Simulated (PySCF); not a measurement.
# Fractional electron number in Pt⁺ (platinum, charge +1)

The 5d beta orbital of [Xe] 4f14 5d9 is emptied in steps (occupation f), with all orbitals relaxed, ending at [Xe] 4f14 5d8. All numbers are calculated (PySCF 2.14, scalar relativity through the core potential, in def2-TZVP with the def2 core potential (60 electrons)). The exact energy is a straight line in f; departures are measured from the line between the end points of the same method.

```
  f  LDA (eV)  PBE (eV)
  1     0.000     0.000
0.9    -0.478    -0.451
0.7    -1.136    -1.082
0.5    -1.371    -1.310
0.3    -1.163    -1.113
0.1    -0.502    -0.481
  0     0.000     0.000
```

Problem. For PBE, how does the orbital energy at f = 1 compare with the removal energy?

Solution. −ε = 14.219 eV against a total-energy difference of 19.141 eV. By Janak's theorem ε = ∂E/∂f, so the gap between them reflects the curvature. Along the path −ε is 15.055 (f = 0.9), 16.967 (f = 0.7), 19.051 (f = 0.5), 21.205 (f = 0.3), 23.400 (f = 0.1) eV.

```
method  E(f=0) − E(f=1) (eV)  −ε at f=1 (eV)  −ε at f=0.5 (eV)
   LDA                19.582          14.344            19.504
   PBE                19.141          14.219            19.051
```

Reference removal energy between the ground levels: 18.56 ± 0.12 eV (measured; NIST Atomic Spectra Database, ionization energies). The calculation has no spin-orbit coupling. The determinant left behind need not be the lowest term of the ion.
